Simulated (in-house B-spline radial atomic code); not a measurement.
Settings and results of a run for Al3+ (an excited or competing configuration). Level of theory: Dirac-Hartree-Fock, average of configuration, Fermi nucleus of rms radius 3.061 fm; calculated with an all-electron radial atomic-structure program (B-spline basis).

Command:
```bash
python run_scf.py task.json out
```
Settings (nuclear radius in fm, mass in u):
```
Z                13
configuration    [He] 2s2 2p5 6f1
hamiltonian      dirac
method           hf
spin_polarised   False
nucleus          fermi
rms_radius       3.061
atomic_mass      26.98154
speed_of_light   137.035999084
```

Output (hartree, bohr):
```
 radial grid: 80 intervals, B-splines of order 8, outer radius 51.8919 bohr

 iter        energy (Eh)    residual
    1       -232.2037017    4.74e-01
    2       -236.1092710    1.29e-01
    3       -236.2828914    5.25e-02
    4       -236.3113221    2.15e-02
    5       -236.3166578    3.68e-03
    6       -236.3168751    1.25e-04
    7       -236.3168753    5.61e-06
    8       -236.3168753    4.30e-07
    9       -236.3168753    1.14e-08

 total energy                     -236.316875
 kinetic                            237.22410
 electron-nucleus                  -543.94312
 electron-electron                   70.40214

 first-order corrections (not in the total)
   Gaunt                            0.04356
   retardation                     -0.00268
   frequency dependence            -0.00002
   self-energy                      0.02922
   Uehling                         -0.00175
   Wichmann-Kroll                   0.00000
   recoil                           0.00416

 orbital      occ     eigenvalue          <r>       <r^2>       <1/r>       <r^4>       r_max    small
 1s1/2      2.000      -61.42170       0.1198   0.0193153     12.6516 0.000968219     0.07839  2.12e-03
 2s1/2      2.000       -7.23478     0.600136    0.427645     2.42917    0.328514      0.4869  3.08e-04
 2p1/2      1.667       -5.68822      0.56352    0.395516     2.32011    0.330456       0.417  2.88e-04
 2p3/2      3.333       -5.66970     0.565253    0.397785     2.31058    0.333925      0.4184  2.86e-04
 6f5/2      0.429       -0.22240      11.9861     162.787    0.111391     35782.6       13.08  5.95e-06
 6f7/2      0.571       -0.22240      11.9862     162.791    0.111389     35784.3       13.08  5.95e-06
```

Time taken, with all properties: 1.2 s on 1 thread of Arm Neoverse V2, with other jobs on the host.

For the Dirac Hamiltonian the kinetic term is c α·p + (β - 1)c².
